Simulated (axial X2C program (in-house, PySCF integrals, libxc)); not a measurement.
## Worked dissociation energy of SrSc: PBE0, without spin–orbit coupling

All values were computed with an axial X2C code built on PySCF integrals. Spin-free means the one-electron spin-free X2C Hamiltonian. Basis: Sr dyall-cv3z [13s12p8d5f1g], Sc dyall-cv3z [10s11p7d5f2g] (cores contracted in-house); Gaussian nuclei, density fitting, unrestricted open shells. Masses: Sr 87.906 u, Sc 44.956 u.

Molecular state: M_S = 1/2, Λ = 0 (beyond evenly filled blocks: σβ, π+α, π-α).

- E(Sr) (2M_S = 0, M_L = 0): -3178.975610 hartree
- E(Sc) (2M_S = 1, M_L = 0): -764.009871 hartree
- E(SrSc) at Re: -3942.990784 hartree
- ωe: 157.3 cm⁻¹

(1) Work out De and D0.

One determinant describes the state; a PBE0 search over occupations chose it and may have missed a lower one. De is counted from the lowest determinant-based energies of the atoms at the same level, without counterpoise correction. PBE0 can misorder states that lie within some tenths of an eV, so this need not be the ground state of the molecule. The nearest other spin-free determinant of the search, M_S = 3/2, Λ = 0, lies 0.03 eV up at the distance of the search. With several unpaired electrons one determinant need not be a pure state. The determinant is spin-polarised beyond a pure state at some levels (its spin-free form has ⟨S²⟩ too high), which makes Re and μ there less reliable.

Each atomic determinant is the lowest at this level and need not be a pure term. Totals compare only within one Hamiltonian and basis.

Answers

(1) De = -3178.975610 + (-764.009871) − (-3942.990784) = 0.00530 hartree = 0.144 eV. The zero-point energy is ωe/2 = 79 cm⁻¹ = 0.010 eV, so D0 = 0.135 eV.
